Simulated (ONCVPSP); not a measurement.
## What one change does to a pseudopotential (Zn (Z = 30), ONCV)

| Item | Value |
| --- | --- |
| Element | Zn |
| Generator | ONCVPSP 4.0.1 |
| Type | optimised norm-conserving Vanderbilt (ONCV) |
| Functional | PBEsol |
| Relativity | scalar-relativistic |
| Frozen core | [Ne] |
| Valence charge | 20 |
| Reference configuration | 3s2 3p6 3d10 4s1.5 4p0.5 |
| Partial waves | 3s+4s: rc 1.00 bohr, ncon 4, nbas 8, qcut 12.4 1/bohr, 3 projectors, debl 3.8 Ha; 3p+4p: rc 1.00 bohr, ncon 4, nbas 7, qcut 10.8 1/bohr, 2 projectors; 3d: rc 1.50 bohr, ncon 4, nbas 9, qcut 12.5 1/bohr, 3 projectors, debl 2.8 Ha |
| Local potential | polynomial inside 0.85 bohr (lpopt 5, dvloc0 2 Ha) |
| Core correction | Teter function, fcfact 5.25, rcfact 1.75 |

Change: p: qcut 9.4.

Cutoffs: the cutoffs (Ha) at which the residual kinetic energy of the hardest occupied pseudo-wave falls to 1 and 0.1 mHa per electron; they do not see the model core or the augmentation charge, which bear on the density cutoff. Errors are all-electron minus pseudo energies relative to the spin-unpolarised reference configuration.

Q: How do hardness, ghosts and transferability respond?

A: The potential gets harder (57 Ha and 66 Ha → 57 Ha and 125 Ha); the errors of the 3 common tests hardly move; neither file shows a bound ghost.

| quantity | base | changed |
| --- | --- | --- |
| cutoff, loose | 57 Ha | 57 Ha |
| cutoff, tight | 66 Ha | 125 Ha |
| loose cutoff by channel | s 57 Ha, p 48 Ha, d 54 Ha | s 57 Ha, p 47 Ha, d 54 Ha |
| bound ghosts | none | none |
| GHOST(+) flags under 300 eV | none | none |
| tests with a reliable result | 3 of 4 | 3 of 4 |
| error for 3s2 3p6 3d10 4s2 4p0, meV [ΔE -2.51 eV] | +0.3 | +0.3 |
| error for 3s2 3p6 3d10 4s1 4p0, meV [ΔE 7.39 eV] | +0.7 | +0.7 |
| error for 3s2 3p6 3d10 4s0 4p1, meV [ΔE 13.75 eV] | +3.2 | +3.2 |
| s: phases at 1.02 bohr within 0.05 rad from the reference energy up to (Ha; the scan ends near 5) | to the end of the scan | to the end of the scan |
| p: phases at 1.02 bohr within 0.05 rad from the reference energy up to (Ha; the scan ends near 5) | to the end of the scan | to the end of the scan |
| d: phases at 1.52 bohr within 0.05 rad from the reference energy up to (Ha; the scan ends near 5) | to the end of the scan | to the end of the scan |
| rms error of d²Exc/dni dnj with the model core, mHa | 2.54 | 2.53 |
